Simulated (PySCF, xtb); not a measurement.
Si(Cl)(Me)(OH)2 (CH₅ClO₂Si), SMILES C[Si](O)(O)Cl. One conformer was computed; it need not be the lowest.

Harmonic wavenumbers (cm⁻¹) from GFN2-xTB (xtb) at its own minimum, in rising order: 84, 144, 166, 201, 229, 257, 276, 299, 460, 732, 785, 812, 826, 840, 905, 956, 1385, 1475, 1479, 3041, 3054, 3063, 3646, 3683.

### Question
What does PySCF 2.14.0 with PBE-D3(BJ)/def2-SVP give at its own minimum? (An estimate is asked for; the answer gives what the named calculation found.)

### Answer
92, 126, 188, 198, 242, 257, 290, 350, 489, 693, 739, 751, 804, 825, 898, 943, 1228, 1375, 1378, 2988, 3091, 3097, 3763, 3772. Paired by order, the mean absolute difference is 44 cm⁻¹ and the zero-point energies are 41.2 and 40.9 kcal/mol.
